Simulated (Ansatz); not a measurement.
An input meant for Zn₄O₄H₁₄⁺ (charge 1, doublet).

```yaml
crystal:
  periodic: [false, false, false]
  atoms:
    - {symbol: Zn, position_ang: [-1.305726, 0.077059, -1.786430]}
    - {symbol: O, position_ang: [-1.248376, -1.044470, 1.496358]}
    - {symbol: Zn, position_ang: [0.595967, -1.807825, -1.853575]}
    - {symbol: O, position_ang: [0.822294, 0.135207, -2.157347]}
    - {symbol: O, position_ang: [1.331053, 0.422220, 0.829888]}
    - {symbol: Zn, position_ang: [0.030271, 0.130658, 2.357387]}
    - {symbol: Zn, position_ang: [0.739805, 1.554984, -0.629596]}
    - {symbol: O, position_ang: [-1.310134, 1.696712, 1.984485]}
    - {symbol: H, position_ang: [-1.055293, -1.327125, -0.875005]}
    - {symbol: H, position_ang: [-2.398856, 0.143303, -3.003792]}
    - {symbol: H, position_ang: [-1.117909, -1.257714, 0.304024]}
    - {symbol: H, position_ang: [-1.459641, -1.848122, 1.819482]}
    - {symbol: H, position_ang: [1.699342, -2.117655, -0.104255]}
    - {symbol: H, position_ang: [1.120734, -3.091804, -2.629611]}
    - {symbol: H, position_ang: [1.170555, 0.311831, -3.054765]}
    - {symbol: H, position_ang: [1.553577, -1.606755, 0.178776]}
    - {symbol: H, position_ang: [2.064609, 0.592091, 1.144618]}
    - {symbol: H, position_ang: [0.548435, 0.036699, 3.947487]}
    - {symbol: H, position_ang: [-1.078163, 1.335419, -0.500083]}
    - {symbol: H, position_ang: [1.352899, 2.900954, -0.969631]}
    - {symbol: H, position_ang: [-1.349956, 1.585396, 1.103081]}
    - {symbol: H, position_ang: [-1.010866, 2.765157, 2.022986]}
basis:
  gaussian: {orbitals: "6-31G*", fitting: {mean_field: cc-pVTZ-jkfit}, final_grid: {core_spheres: 20, valence_spheres: 16, degree: 47}}
total_charge: 1
magnetization: {spin_polarized: true, initial_magnetization: 1}
hamiltonian: {xc: {name: PBE-QIDH}}
accuracy: high
relax: {f_tol: 0.001, max_steps: 1}
```

```sh
$ ansatz run in.yaml --threads 2 --pin off --events-out ev --progress --plain --max-ram 32768MiB --backend cuda --devices 0, --max-vram 18GiB
```

It prints (some lines left out):

```
Functional definition: PBE-QIDH
Error: [file] the basis set cc-pVTZ-JKFIT has no functions for Zn
```

Run time 2.8 s (2 threads of AMD EPYC 7R13 on a shared host and a share (18 GiB) of an NVIDIA H100 80GB HBM3).

The 6-31G sets use Cartesian d functions.
